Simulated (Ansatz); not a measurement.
Cost and result for the atomization energy of `N#Cc1cccs1` (10 atoms, 10 bonds).

```xyz
10

N    -0.007    1.566    3.105
C    -0.065    1.025    2.089
C    -0.141    0.362    0.847
C     0.819    0.315   -0.134
C     0.407   -0.441   -1.248
C    -0.851   -0.952   -1.095
S    -1.543   -0.521    0.395
H     1.776    0.810   -0.040
H     1.014   -0.602   -2.129
H    -1.408   -1.563   -1.789
```

Total charge 0; spin multiplicity 1. The geometry is a stationary point of PBE0-D4/def2-TZVP. Program: Ansatz. All runs use 4 threads of an Arm Neoverse V1 on a shared host. Times are those of one run each, without the atoms' runs, and a repeat can differ threefold. Electronic energies, without spin–orbit coupling; frozen cores. CCSD(T)/CBS adds CCSD(T) − MP2 in def2-TZVPP to the MP2 limit, and its time is that of the two runs behind it. T1 = 0.014; the RHF reference is unstable towards UHF. B3LYP takes the VWN-RPA correlation (the form of Gaussian; ORCA's B3LYP/G). HSE06 is the plane-wave form, built on full-range PBE exchange.

CCSD(T)/CBS is a level of theory with its own doubt, some kJ/mol a heavy atom from the limit and from the frozen cores, so smaller differences don't rank the functionals.

| level | functions | wall time | atomization (kcal/mol) | difference from CCSD(T)/CBS | per bond |
| --- | --- | --- | --- | --- | --- |
| LDA (SPW92)/def2-TZVPP | 270 | 1.4 s | 1369.1 | 213.3 | 21.3 |
| PBE-D4/def2-TZVPP (with forces) | 270 | 3 s | 1222.8 | 67.0 | 6.7 |
| PBE0-D4/def2-TZVPP | 270 | 3.7 s | 1184.5 | 28.7 | 2.9 |
| HSE06-D4/def2-TZVPP | 270 | 4.1 s | 1185.8 | 30.0 | 3.0 |
| r2SCAN-D4/def2-TZVPP (with forces) | 270 | 6 s | 1170.9 | 15.1 | 1.5 |
| B3LYP-D4/def2-TZVPP (with forces) | 270 | 6.5 s | 1163.3 | 7.5 | 0.8 |
| r2SCANh-D4/def2-TZVPP | 270 | 6.5 s | 1158.9 | 3.1 | 0.3 |
| PBE-QIDH/def2-TZVPP | 270 | 8.5 s | 1166.5 | 10.7 | 1.1 |
| CCSD(T)/def2-SVP | 117 | 9 s | 1102.9 | -52.9 | -5.3 |
| B97M-V/def2-TZVPP | 270 | 11 s | 1169.4 | 13.6 | 1.4 |
| MP2/def2-QZVPP | 502 | 31 s | 1191.6 | 35.8 | 3.6 |
| CCSD(T)/def2-TZVPP | 270 | 4.2 min | 1122.8 | -33.0 | -3.3 |
| CCSD(T)/CBS(def2) | – | 4.7 min | 1155.8 | 0.0 | 0.0 |

From BLYP to BHLYP (50 % exact exchange), in def2-TZVPP and without D4, the atomization energy moves by −57.7 kcal/mol: exact exchange takes away binding that semilocal exchange gives to molecules. The D4 term adds +11.5 kcal/mol with B3LYP and +6.0 kcal/mol with PBE0; it sums over pairs of atoms, weighted by their polarisabilities, and B3LYP, whose exchange is more repulsive, gets the larger term. At CCSD(T), def2-SVP lies −52.8 kcal/mol from the extrapolated value and def2-TZVPP −33.0 kcal/mol: correlation converges slowly with the basis, and small sets miss more of it in the bonded molecule than in its fragments.
